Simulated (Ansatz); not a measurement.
Species: sum formula SiAsH4, charge 0, multiplicity 2. It need not be the lowest isomer of its formula. SMILES: [SiH2][AsH2]
Geometry from a B3LYP-D3(BJ)/def2-TZVP (Ansatz, a program for electronic structure) optimisation:
```xyz
6

Si    -1.5362     0.2922    -0.4070
As     0.7188    -0.1301     0.2069
H     -1.7894     1.7563    -0.2977
H     -2.4281    -0.4012     0.5642
H      1.2961     0.4154    -1.0938
H      0.7093    -1.5668    -0.3019
```
Charge 0, spin multiplicity 2.

Wanted: vertical electron affinity (to the singlet state of charge -1; a negative value means that the extra electron is unbound and the number depends on the basis; each state is the SCF solution reached for its spin), in eV. Correlated levels leave the core frozen unless marked. UHF or UKS for open shells. Spin-orbit coupling is left out. The frozen core is the preceding noble-gas configuration, with the filled d and f shells of earlier blocks. No relativistic terms. Anions need diffuse functions: def2-D sets add few. Basis-set limits of correlation are two-point, X^-3; Hartree-Fock from the larger set. [CCSD(T)-MP2]/basis is that difference in the basis named.

```csv
level,program,vertical electron affinity (eV)
SVWN5/def2-TZVPD,Ansatz,1.26
BHLYP/def2-TZVPD,Ansatz,?
CAM-B3LYP/def2-TZVPD,Ansatz,?
"RI-MP2/CBS(def2-TZVPPD,def2-QZVPPD)+[CCSD(T)-MP2]/def2-TZVPPD",Ansatz,1.26
```

Complete the blanks.


- BHLYP/def2-TZVPD, vertical electron affinity (eV): 0.95
- CAM-B3LYP/def2-TZVPD, vertical electron affinity (eV): 1.10
